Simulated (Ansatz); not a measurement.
Calculated with Ansatz (gas phase, PBE0-D4/def2-TZVP geometries, no zero-point term in ΔE). CBS: MP2 limit from def2 TZ/QZ plus the TZ coupled-cluster correction, frozen cores. This one scheme is used for every species, atoms too. DFT in def2-TZVPP. No spin–orbit coupling; open shells (•) take unrestricted orbitals. Spin–orbit coupling would lower the free atoms: a little for Cl, F, S; clearly for Ge. For Ge outer-core shells are correlated without core-valence functions, so the limit isn't a true one: a few kJ/mol of doubt a bond, and 10 to 20 or more in all where bonds break to atoms. Scalar relativity is left out up to krypton. Each species was taken in one conformer, which may not be the lowest.

`[F][Ge]([SH])[Cl]`• → Cl• + F• + Ge• + H• + S•  (atomization)

CCSD(T)/CBS gives +1436.3 kJ/mol.

**Question.** Another level gave +1725.3 kJ/mol. Which?
A. LDA (SPW92)/def2-TZVPP
B. BHLYP-D4/def2-TZVPP
C. revPBE-D4/def2-TZVPP
D. r2SCAN/def2-TZVPP

**Answer.** A. LDA (SPW92) 1725.3, BHLYP-D4 1358.6, r2SCAN 1470.2, revPBE-D4 1444.9 kJ/mol.

Largest T1 diagnostic among the species: 0.014.

Leaving LDA and LC-ωPBE aside and taking each functional with its dispersion term where it has one, the values, not all of them listed here, spread over 137.3 kJ/mol, from BHLYP-D4 to PBE-D4. LDA lies +243.8 kJ/mol from PBE without D4, its usual overbinding. At CCSD(T), def2-SVP lies −151.5 kJ/mol from the extrapolated value and def2-TZVPP −44.7 kJ/mol: correlation converges slowly with the basis, and small sets miss more of it in the bonded molecule than in its fragments.

For atomizations the MP2-based limit and the directly extrapolated one differ by several kJ/mol either way, and by 10 to 25 for some Ge, Se and Sn compounds, so smaller differences from it don't rank the levels.
